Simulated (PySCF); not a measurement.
# How methods differ on the electron affinity of Tc

Tc⁻ [Kr] 4d6 5s2 (5D) → Tc [Kr] 4d5 5s2 (6S), as a difference of total energies. All numbers are calculated (PySCF 2.14, a scalar-relativistic core potential, in aug-cc-pVDZ-PP with ECP28MDF (5s5p4d2f, 54 functions)). Correlated levels: valence: 4s2 4p6 frozen. The calculations carry no spin-orbit coupling.

| method | electron affinity (eV) |
| --- | --- |
| UHF | -0.999 |
| MP2 (valence) | -0.229 |
| SCS-MP2 (valence) | -0.186 |
| CCSD (valence) | -0.047 |
| CCSD(T) (valence) | 0.054 |

A negative affinity means that the anion lies above the atom at that level of theory.

The coupled-cluster amplitudes are large for Tc⁻ (T1 above 0.03 or a double amplitude above 0.15), so a single reference is strained.
